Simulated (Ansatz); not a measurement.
Geometry optimisation, Ansatz 0.2.0, DFT PBE, scalar-relativistic, plane waves, PAW.

Input file:

```yaml
crystal:
  lattice:
    - [7.398, 0.0, 0.0]
    - [-3.699, 6.406856, 0.0]
    - [0.0, 0.0, 12.0]
  atoms:
    - { symbol: C, position: [0.0, 0.0, 0.0833333] }
    - { symbol: C, position: [0.2222222, 0.1111111, 0.0833333] }
    - { symbol: C, position: [0.0, 0.3333333, 0.0833333] }
    - { symbol: C, position: [0.2222222, 0.4444444, 0.0833333] }
    - { symbol: C, position: [0.0, 0.6666667, 0.0833333] }
    - { symbol: C, position: [0.2222222, 0.7777778, 0.0833333] }
    - { symbol: C, position: [0.3333333, 0.0, 0.0833333] }
    - { symbol: C, position: [0.5555556, 0.1111111, 0.0833333] }
    - { symbol: C, position: [0.3333333, 0.3333333, 0.0833333] }
    - { symbol: C, position: [0.5555556, 0.4444444, 0.0833333] }
    - { symbol: C, position: [0.3333333, 0.6666667, 0.0833333] }
    - { symbol: C, position: [0.5555556, 0.7777778, 0.0833333] }
    - { symbol: C, position: [0.6666667, 0.0, 0.0833333] }
    - { symbol: C, position: [0.8888889, 0.1111111, 0.0833333] }
    - { symbol: C, position: [0.6666667, 0.3333333, 0.0833333] }
    - { symbol: C, position: [0.8888889, 0.4444444, 0.0833333] }
    - { symbol: C, position: [0.6666667, 0.6666667, 0.0833333] }
    - { symbol: C, position: [0.8888889, 0.7777778, 0.0833333] }
    - { symbol: O, position: [0.5927916, 0.3906617, 0.1925], spin: 1.0 }
    - { symbol: H, position: [0.6211596, 0.4371082, 0.27] }
magnetization:
  spin_polarized: true
basis:
  ecutwfc: 420.0
kpoints:
  mp_grid: { grid: [2, 2, 1] }
hamiltonian:
  xc: pbe
scf:
  occupations: { method: fermi_dirac, width: 0.05 }
  lower_state_search: "off"
relax:
  f_tol: 0.03
  max_steps: 60
  adjacent_minimum: "off"
```

Command:

```bash
$ ansatz run input.yaml --threads 2 --pin off --max-ram 5120MiB --backend cpu --events-out ev --progress --plain --runs-dir out
```

Where does it end, and by what steps?

The run converged. The force dipped under the threshold on the way, but the program's further checks kept it going. Limits of this set-up: coarse k mesh, slab without dipole correction. After 23 steps the energy has fallen by 3.594 eV; O19 moved furthest, 0.86 Å. Parted: C15–O19.

```tsv
step	energy less start (eV)	largest force component (eV/Å)	accepted
0	0.0000	6.546	yes
1	-1.2973	4.694	yes
2	-2.1735	3.591	yes
3	-2.8800	1.862	yes
4	-3.1310	1.635	yes
5	-3.3464	2.046	yes
6	-3.5299	0.642	yes
7	-3.5571	0.451	yes
8	-3.5704	0.202	yes
9	-3.5706	0.175	yes
10	-3.5720	0.021	yes
11	-3.5720	0.021	yes
12	-3.5723	0.018	yes
13	-3.5729	0.241	yes
14	-3.5814	0.131	yes
15	-3.5562	0.459	no
16	-3.5861	0.099	yes
17	-3.5896	0.088	yes
18	-3.5937	0.016	yes
19	-3.5937	0.016	yes
20	-3.5874	0.630	no
21	-3.5941	0.037	yes
22	-3.5937	0.189	no
23	-3.5944	0.022	yes
```

```xyz
20
Lattice="7.3980 0.0000 0.0000 -3.6990 6.4069 0.0000 0.0000 0.0000 12.0000" Properties=species:S:1:pos:R:3
C 0.017 -0.038 0.875
C 1.252 0.679 0.930
C -1.214 2.095 0.874
C 0.024 2.805 0.931
C -2.444 4.234 0.946
C -1.214 4.944 0.942
C 2.485 -0.043 0.951
C 3.718 0.677 0.933
C 1.236 2.088 1.016
C 2.482 2.807 1.431
C 0.015 4.234 0.950
C 1.255 4.942 0.933
C 4.951 -0.039 0.878
C 6.184 0.673 0.870
C 3.730 2.088 1.018
C 4.946 2.805 0.928
C 2.483 4.247 1.019
C 3.712 4.942 0.928
O 2.409 2.762 2.930
H 3.183 3.249 3.269
```

Whether the end is a true minimum wasn't checked by a vibrational analysis.

The run took 3.1 min on 2 threads of Arm Neoverse V2 (shared host), peak memory 0.93 GiB.
